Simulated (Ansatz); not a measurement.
`N=[C](O)[GaH2]` + `PP` → `P[PH][GaH2]` + `N=CO`  (ligand exchange at a Ga–C bond)

Calculated with Ansatz (gas phase, PBE0-D4/def2-TZVP geometries, no zero-point term in ΔE). CCSD(T)/CBS adds triple-zeta CCSD(T) − MP2 to the extrapolated MP2 energy (def2 sets, frozen cores). This one scheme is used for every species. DFT in def2-TZVPP. B3LYP here is the variant with VWN-RPA as its local correlation; programs differ in this. HSE06 is defined as in plane-wave codes. For Ga outer-core shells are correlated without core-valence functions, which leaves a few kJ/mol of doubt a bond. Scalar relativity is left out up to krypton. One conformer a species, not always the lowest.

```
        level  ΔE (kcal/mol)
       B97M-V          -16.7
     B3LYP-D4          -13.9
     HSE06-D4          -17.6
     BHLYP-D4          -14.6
         BLYP          -11.5
        HSE06          -16.9
        BHLYP          -13.0
MP2/CBS(def2)          -17.2
```

**Question.** What does CCSD(T)/CBS give? (Best estimate.)

**Answer.** Ansatz gave: -15.7 kcal/mol. The listed levels differ from it by -1.0, 1.8, -1.9, 1.1, 4.2, -1.2, 2.7, -1.5 kcal/mol.

Largest T1 diagnostic among the species: 0.015.

Leaving LDA and LC-ωPBE aside and taking each functional with its dispersion term where it has one, the values, not all of them listed here, spread over 4.8 kcal/mol, from r2SCAN0-D4 to CAM-B3LYP-D4. LDA lies −2.7 kcal/mol from PBE without D4. At CCSD(T), def2-SVP lies +2.8 kcal/mol from the extrapolated value and def2-TZVPP +1.1 kcal/mol. In def2-TZVPP, CCSD(T) changes the Hartree–Fock value by −3.6 kcal/mol (the triples alone add −0.9 kcal/mol) and MP2 by −5.1 kcal/mol.
